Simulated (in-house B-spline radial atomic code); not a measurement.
Configurations of Al⁵⁺, with energies counted from [He] 2s2 2p4. Computed with an all-electron radial atomic-structure program (B-spline basis): scalar-relativistic (X2C) BHandHLYP, spin-polarised, spherical fractional occupations, exact exchange averaged over the configuration, Fermi nucleus of rms radius 3.061 fm. Shells without spins written out take the highest spin.

```tsv
configuration	E - E(ref) (eV)	highest orbital	its <r> (bohr)
[He] 2s1 2p5	38.75	2p down	0.5459
[He] 2s2 2p3 3p1	119.89	3p up	1.613
[He] 2s2 2p3 3d1	131.7	3d up	1.569
```

Q: Order these further configurations by energy, lowest first.
A. [He] 2s1 2p4 3s1
B. [He] 2s2 2p3 3s1
C. [He] 2s1 2p4 3d1
D. [He] 2s1 2p4 3p1

A: B (110.68 eV), A (145.77 eV), D (155.07 eV), C (166.63 eV).
